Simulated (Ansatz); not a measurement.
Total energies of C$_{6}$H$_{14}$N$_{2}$Si, SMILES `C=C[Si](N)(C=C)N(C)C`.

Z-matrix (Å, degrees):
```
Si
N 1 1.724
C 1 1.869 2 114.9
C 1 1.869 2 107.7 3 -120.4
N 1 1.722 2 106.7 3 116.4
C 2 1.445 1 120.7 3 -78.4
C 2 1.443 1 121.4 3 72.5
C 3 1.331 1 124.2 2 90.5
H 3 1.091 1 118.5 2 -86.7
C 4 1.331 1 124.8 2 -30.8
H 4 1.091 1 117.6 2 153.8
H 5 1.008 1 118.9 2 63.6
H 5 1.007 1 117.9 2 -158.2
H 6 1.101 2 112.1 1 95.5
H 6 1.098 2 110.4 1 -144.9
H 6 1.090 2 110.4 1 -25.1
H 7 1.098 2 110.7 1 144.3
H 7 1.090 2 110.9 1 24.6
H 7 1.101 2 111.9 1 -96.1
H 8 1.087 3 121.5 1 2.0
H 8 1.087 3 122.5 1 -177.5
H 10 1.087 4 122.5 1 -175.6
H 10 1.087 4 121.4 1 4.4
```

Charge 0, multiplicity 1. The structure was optimised at the PBE0-D4/def2-TZVP level. It is one conformer, not always the lowest. Basis def2-TZVPP, the Gaussian-basis code of Ansatz.

RPA on PBE orbitals: Hartree–Fock energy of these orbitals -633.25869 Eh, correlation -2.55099 Eh (frozen core).

```json
{"functional": "LDA (SPW92)", "energy without D4 (Eh)": "-631.93209", "D4 term (kJ/mol)": "–"}
{"functional": "PBE", "energy without D4 (Eh)": "-635.60069", "D4 term (kJ/mol)": "-63.3"}
{"functional": "revPBE", "energy without D4 (Eh)": "-636.04053", "D4 term (kJ/mol)": "-185.3"}
{"functional": "BLYP", "energy without D4 (Eh)": "-636.04682", "D4 term (kJ/mol)": "-134.7"}
{"functional": "r2SCAN", "energy without D4 (Eh)": "-635.98409", "D4 term (kJ/mol)": "-17.9"}
{"functional": "B97M-V", "energy without D4 (Eh)": "-636.13894", "D4 term (kJ/mol)": "–"}
{"functional": "r2SCANh", "energy without D4 (Eh)": "-635.96765", "D4 term (kJ/mol)": "-18.9"}
{"functional": "r2SCAN0", "energy without D4 (Eh)": "-635.94489", "D4 term (kJ/mol)": "-20.7"}
{"functional": "BHLYP", "energy without D4 (Eh)": "-636.00523", "D4 term (kJ/mol)": "-74.7"}
{"functional": "LC-ωPBE", "energy without D4 (Eh)": "-635.89979", "D4 term (kJ/mol)": "–"}
{"functional": "ωB97X-V", "energy without D4 (Eh)": "-636.07520", "D4 term (kJ/mol)": "–"}
{"functional": "ωB97M-V", "energy without D4 (Eh)": "-636.03813", "D4 term (kJ/mol)": "–"}
{"functional": "B2PLYP", "energy without D4 (Eh)": "-635.79163", "D4 term (kJ/mol)": "–"}
{"functional": "PBE-QIDH", "energy without D4 (Eh)": "-635.54365", "D4 term (kJ/mol)": "–"}
```

Question: Give the same for PBE0, B3LYP, HSE06 (plane-wave form), CAM-B3LYP. (An estimate is asked.)

Answer: Ansatz gave: 
```
             functional  energy without D4 (Eh)  D4 term (kJ/mol)
                   PBE0              -635.67353             -54.6
                  B3LYP              -636.25251             -99.8
HSE06 (plane-wave form)              -635.64674             -51.0
              CAM-B3LYP              -636.03950             -55.6
```

B3LYP takes the VWN-RPA correlation (the form of Gaussian; ORCA's B3LYP/G). HSE06 is the plane-wave form, built on full-range PBE exchange. The double hybrids freeze the cores in their second-order part.

LC-ωPBE has ω = 0.4 bohr⁻¹.
